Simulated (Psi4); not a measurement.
H$_{3}$AsBFO, singlet, geometry from GFN2-xTB, atoms displaced at random by about 0.08 Å a coordinate; PBE/STO-3G, gradient (Psi4).

Here is a job for Psi4.
```
memory 2 GB

molecule {
0 1
B    -0.91467581    0.33726745    0.43248979
As    0.97227852   -0.31787747   -0.26781069
H     1.48395284   -0.46960940    0.92826810
H     1.56175368    1.06928320   -0.49368892
F    -1.59054727   -0.58339569    1.01809832
O    -1.60504060    1.51970714    0.11917409
H    -1.01637723    2.15626528   -0.41294854
symmetry c1
no_reorient
no_com
}

set {
  basis sto-3g
}

gradient('pbe')
print_variables()
```

The log (banner, timings and long lists left out):

```
gradient() will perform analytic gradient computation.

   => Loading Basis Set <=

    Name: STO-3G
    Role: ORBITAL
    Keyword: BASIS

         ---------------------------------------------------------
                                   SCF
               by Justin Turney, Rob Parrish, Andy Simmonett
                          and Daniel G. A. Smith
                              RKS Reference
         ---------------------------------------------------------

  ==> Geometry <==

    Molecular point group: c1
    Full point group: C1

    Geometry (in Angstrom), charge = 0, multiplicity = 1:

       Center              X                  Y                   Z               Mass
    ------------   -----------------  -----------------  -----------------  -----------------
         B           -0.914675810000     0.337267450000     0.432489790000    11.009305360000
         AS           0.972278520000    -0.317877470000    -0.267810690000    74.921594570000
         H            1.483952840000    -0.469609400000     0.928268100000     1.007825032230
         H            1.561753680000     1.069283200000    -0.493688920000     1.007825032230
         F           -1.590547270000    -0.583395690000     1.018098320000    18.998403162730
         O           -1.605040600000     1.519707140000     0.119174090000    15.994914619570
         H           -1.016377230000     2.156265280000    -0.412948540000     1.007825032230

  Running in c1 symmetry.

  Rotational constants: A =      0.31538  B =      0.08005  C =      0.06487 [cm^-1]
  Rotational constants: A =   9454.77421  B =   2399.93841  C =   1944.73988 [MHz]
  Nuclear repulsion =  234.973552829827725

  Charge       = 0
  Multiplicity = 1
  Electrons    = 58
  Nalpha       = 29
  Nbeta        = 29

  ==> Algorithm <==

  SCF Algorithm Type is DF.
  DIIS enabled.
  MOM disabled.
  Fractional occupation disabled.
  Guess Type is SAD.
  Energy threshold   = 1.00e-08
  Density threshold  = 1.00e-08
  Integral threshold = 1.00e-12

  ==> Primary Basis <==

  Basis Set: STO-3G
    Blend: STO-3G
    Number of shells: 20
    Number of basis functions: 36
    Number of Cartesian functions: 37
    Spherical Harmonics?: true
    Max angular momentum: 2

  ==> DFT Potential <==

   => LibXC <=

    Version 7.1.2
    S. Lehtola, C. Steigemann, M. J. T. Oliveira, and M. A. L. Marques,  SoftwareX 7, 1–5 (2018) (10.1016/j.softx.2017.11.002)

   => Composite Functional: PBE <=

    PBE GGA Exchange-Correlation Functional

    J.P. Perdew et. al., Phys. Rev. Lett., 77(18), 3865-3868, 1996

    Deriv               =              1
    GGA                 =           TRUE
    Meta                =          FALSE

    Exchange Hybrid     =          FALSE
    MP2 Hybrid          =          FALSE

   => Exchange Functionals <=

    1.0000     XC_GGA_X_PBE

   => Correlation Functionals <=

    1.0000     XC_GGA_C_PBE

   => LibXC Density Thresholds  <==

    XC_GGA_C_PBE:  1.00E-12
    XC_GGA_X_PBE:  1.00E-15

   => Molecular Quadrature <=

    Radial Scheme          =       TREUTLER
    Pruning Scheme         =           NONE
    Nuclear Scheme         =       TREUTLER

    Blocking Scheme        =         OCTREE
    BS radius alpha        =              1
    Pruning alpha          =              1
    Radial Points          =             75
    Spherical Points       =            302
    Total Points           =         148552
    Total Blocks           =           1154
    Max Points             =            256
    Max Functions          =             34
    Weights Tolerance      =       1.00E-15

   => Loading Basis Set <=

    Name: (STO-3G AUX)
    Role: JKFIT
    Keyword: DF_BASIS_SCF

  ==> Integral Setup <==

  SCF_SUBTYPE=INCORE selected. In-core MEM_DF algorithm will be used.
  Using in-core AOs.

  ==> MemDFJK: Density-Fitted J/K Matrices <==

    J tasked:                   Yes
    K tasked:                    No
    wK tasked:                   No
    Algorithm:                 Core
    Schwarz Cutoff:           1E-12
    Mask sparsity (%):       5.2469
    Fitting Condition:        1E-10

   => Auxiliary Basis Set <=

  Basis Set: (STO-3G AUX)
    Blend: DEF2-UNIVERSAL-JKFIT
    Number of shells: 153
    Number of basis functions: 549
    Number of Cartesian functions: 706
    Spherical Harmonics?: true
    Max angular momentum: 5

  Minimum eigenvalue in the overlap matrix is 2.3282100112E-01.
  Reciprocal condition number of the overlap matrix is 1.1449031907E-01.
    Using symmetric orthogonalization.

  ==> Pre-Iterations <==

  SCF Guess: Superposition of Atomic Densities via on-the-fly atomic UHF (no occupation information).

   -------------------------
    Irrep   Nso     Nmo
   -------------------------
     A         36      36
   -------------------------
    Total      36      36
   -------------------------

  ==> Iterations <==

                           Total Energy        Delta E     RMS |[F,P]|

   @DF-RKS iter SAD: -2406.36565944345830   -2.40637e+03   0.00000e+00
   @DF-RKS iter   1: -2408.66005025108961   -2.29439e+00   1.63912e-02 DIIS/ADIIS
   @DF-RKS iter   2: -2407.82587002147102    8.34180e-01   2.98699e-02 DIIS/ADIIS
   @DF-RKS iter   3: -2408.95369507171608   -1.12783e+00   4.86724e-03 DIIS/ADIIS
   @DF-RKS iter   4: -2408.96759795793059   -1.39029e-02   3.69848e-03 DIIS/ADIIS
   @DF-RKS iter   5: -2408.97785417837440   -1.02562e-02   1.36475e-03 DIIS/ADIIS
   @DF-RKS iter   6: -2408.97966426270023   -1.81008e-03   1.74355e-04 DIIS/ADIIS
   @DF-RKS iter   7: -2408.97968833440063   -2.40717e-05   8.06532e-05 DIIS
   @DF-RKS iter   8: -2408.97969383178179   -5.49738e-06   1.33077e-05 DIIS
   @DF-RKS iter   9: -2408.97969403131356   -1.99532e-07   2.10193e-06 DIIS
   @DF-RKS iter  10: -2408.97969403619345   -4.87989e-09   2.30851e-07 DIIS
   @DF-RKS iter  11: -2408.97969403625075   -5.72982e-11   2.97309e-08 DIIS
   @DF-RKS iter  12: -2408.97969403625120   -4.54747e-13   3.52642e-09 DIIS
[...]
      Ntotal   =   58.0000030705 ; deviation = 3.071e-06

    Orbital Energies [Eh]
    ---------------------

    Doubly Occupied:

[...]
    Virtual:

[...]
      36A      0.498731

    Final Occupation by Irrep:
              A
    DOCC [    29 ]
    NA   [    29 ]
    NB   [    29 ]

  @DF-RKS Final Energy: -2408.97969403625120

   => Energetics <=

    Nuclear Repulsion Energy =            234.9735528298277245
    One-Electron Energy =               -3842.7205604943787876
    Two-Electron Energy =                1306.3696565279415154
    DFT Exchange-Correlation Energy =    -107.6023428996418403
    Empirical Dispersion Energy =           0.0000000000000000
    VV10 Nonlocal Energy =                  0.0000000000000000
    Total Energy =                      -2408.9796940362512032

Computation Completed

Properties will be evaluated at   0.000000,   0.000000,   0.000000 [a0]

Properties computed using the SCF density matrix

 Multipole Moments:

 ------------------------------------------------------------------------------------
     Multipole            Electronic (a.u.)      Nuclear  (a.u.)        Total (a.u.)
 ------------------------------------------------------------------------------------

 L = 1.  Multiply by 2.5417464519 to convert [e a0] to [Debye]
 Dipole X            :         -4.4476720            4.5086809            0.0610088
 Dipole Y            :         -0.9413478            1.6240604            0.6827126
 Dipole Z            :         -6.3649740            6.5433740            0.1784000
 Magnitude           :                                                    0.7082691

 ------------------------------------------------------------------------------------

         ------------------------------------------------------------
                                   SCF GRAD
                          Rob Parrish, Justin Turney,
                       Andy Simmonett, and Alex Sokolov
         ------------------------------------------------------------

  ==> Geometry <==

    Molecular point group: c1
    Full point group: C1

    Geometry (in Angstrom), charge = 0, multiplicity = 1:

       Center              X                  Y                   Z               Mass
    ------------   -----------------  -----------------  -----------------  -----------------
         B           -0.914675810000     0.337267450000     0.432489790000    11.009305360000
         AS           0.972278520000    -0.317877470000    -0.267810690000    74.921594570000
         H            1.483952840000    -0.469609400000     0.928268100000     1.007825032230
         H            1.561753680000     1.069283200000    -0.493688920000     1.007825032230
         F           -1.590547270000    -0.583395690000     1.018098320000    18.998403162730
         O           -1.605040600000     1.519707140000     0.119174090000    15.994914619570
         H           -1.016377230000     2.156265280000    -0.412948540000     1.007825032230

  Nuclear repulsion =  234.973552829827725

  ==> Basis Set <==

  Basis Set: STO-3G
    Blend: STO-3G
    Number of shells: 20
    Number of basis functions: 36
    Number of Cartesian functions: 37
    Spherical Harmonics?: true
    Max angular momentum: 2

  ==> DFJKGrad: Density-Fitted SCF Gradients <==

    Gradient:                    1
    J tasked:                  Yes
    K tasked:                   No
    wK tasked:                  No
    Integrals threads:           1
    Schwarz Cutoff:          1E-12
    Fitting Condition:       1E-10

   => Auxiliary Basis Set <=

  Basis Set: (STO-3G AUX)
    Blend: DEF2-UNIVERSAL-JKFIT
    Number of shells: 153
    Number of basis functions: 549
    Number of Cartesian functions: 706
    Spherical Harmonics?: true
    Max angular momentum: 5

  ==> DFT Potential <==

   => LibXC <=

    Version 7.1.2
    S. Lehtola, C. Steigemann, M. J. T. Oliveira, and M. A. L. Marques,  SoftwareX 7, 1–5 (2018) (10.1016/j.softx.2017.11.002)

   => Composite Functional: PBE <=

    PBE GGA Exchange-Correlation Functional

    J.P. Perdew et. al., Phys. Rev. Lett., 77(18), 3865-3868, 1996

    Deriv               =              1
    GGA                 =           TRUE
    Meta                =          FALSE

    Exchange Hybrid     =          FALSE
    MP2 Hybrid          =          FALSE

   => Exchange Functionals <=

    1.0000     XC_GGA_X_PBE

   => Correlation Functionals <=

    1.0000     XC_GGA_C_PBE

   => LibXC Density Thresholds  <==

    XC_GGA_C_PBE:  1.00E-12
    XC_GGA_X_PBE:  1.00E-15

   => Molecular Quadrature <=

    Radial Scheme          =       TREUTLER
    Pruning Scheme         =           NONE
    Nuclear Scheme         =       TREUTLER

    Blocking Scheme        =         OCTREE
    BS radius alpha        =              1
    Pruning alpha          =              1
    Radial Points          =             75
    Spherical Points       =            302
    Total Points           =         148552
    Total Blocks           =           1154
    Max Points             =            256
    Max Functions          =             34
    Weights Tolerance      =       1.00E-15

  -Total Gradient:
     Atom            X                  Y                   Z
    ------   -----------------  -----------------  -----------------
       1       -0.046809881147    -0.029721219948     0.045500310585
       2        0.045991380720    -0.037755858400     0.078171205105
       3       -0.033784181605     0.006146110333    -0.077629959306
       4        0.006272926160     0.016933127212    -0.006780064576
       5        0.035863278303     0.032743803685    -0.032300078883
       6        0.001352689723     0.012945122592    -0.009488814165
       7       -0.008734422807    -0.001273764460     0.002724545137

  Variable Map:
  ----------------------------------------------------------------------------
[...]
  Array Variable Map:
  ----------------------------------------------------------------------------
[...]
[...]
```
